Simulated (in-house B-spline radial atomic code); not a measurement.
**Binding energies in Er**

NIST's tabulated ground configuration is [Xe] 4f12 6s2; each binding energy is the energy of the ion with one electron taken from that subshell, relaxed, less that of the parent. Computed with an all-electron radial atomic-structure program (B-spline basis): Dirac-Hartree-Fock, average of configuration, Fermi nucleus of rms radius 5.2516 fm. Energies include first-order Breit, QED and recoil terms.

| subshell | X-ray name | binding energy (eV) | -ε (eV) | relaxation (eV) |
| --- | --- | --- | --- | --- |
| 2s | L1 | 9757.6 | 9840.0 | 51.1 |
| 2p1/2 | L2 | 9264 | 9349.9 | 55.3 |
| 2p3/2 | L3 | 8357.6 | 8430.7 | 52.8 |
| 3p1/2 | M2 | 2008.1 | 2044.2 | 30.6 |
| 3p3/2 | M3 | 1814.9 | 1847.7 | 29.3 |
| 3d3/2 | M4 | 1451.9 | 1485.6 | 31.6 |
| 3d5/2 | M5 | 1410.6 | 1443.1 | 31.2 |
| 4s | N1 | 457.3 | 472.0 | 13.3 |
| 4p1/2 | N2 | 370.6 | 384.7 | 13.0 |
| 4p3/2 | N3 | 327.5 | 340.1 | 12.1 |
| 4d3/2 | N4 | 184.4 | 196.0 | 11.3 |
| 4d5/2 | N5 | 176.6 | 187.7 | 11.0 |
| 5s | O1 | 60.11 | 63.10 | 2.82 |
| 5p1/2 | O2 | 34.25 | 36.87 | 2.52 |
| 5p3/2 | O3 | 28.95 | 31.21 | 2.22 |
| 4f | N6,7 | 5.56 | 13.46 | 8.04 |
| 6s | P1 | 5.03 | 5.23 | 0.19 |

Relaxation = -ε minus the binding energy without Breit, QED and recoil terms.

Emission lines follow as differences of binding energies, with λ = 12398.42 eV·Å / E:

```json
{"line": "L3-M5", "holes": "2p3/2 → 3d5/2", "energy (eV)": "6947.0", "wavelength (Å)": "1.7847"}
{"line": "L2-M4", "holes": "2p1/2 → 3d3/2", "energy (eV)": "7812.1", "wavelength (Å)": "1.5871"}
{"line": "L1-M3", "holes": "2s → 3p3/2", "energy (eV)": "7942.7", "wavelength (Å)": "1.561"}
{"line": "L2-N4", "holes": "2p1/2 → 4d3/2", "energy (eV)": "9079.6", "wavelength (Å)": "1.3655"}
```

**Question.** What does it cost to remove both a 4p3/2 and a 5s electron?

**Answer.** 402.47 eV, which is 14.9 eV more than the two single binding energies together.

**Question.** What does it cost to remove both a 5s and a 5p1/2 electron?

**Answer.** 105.94 eV, which is 11.57 eV more than the two single binding energies together.
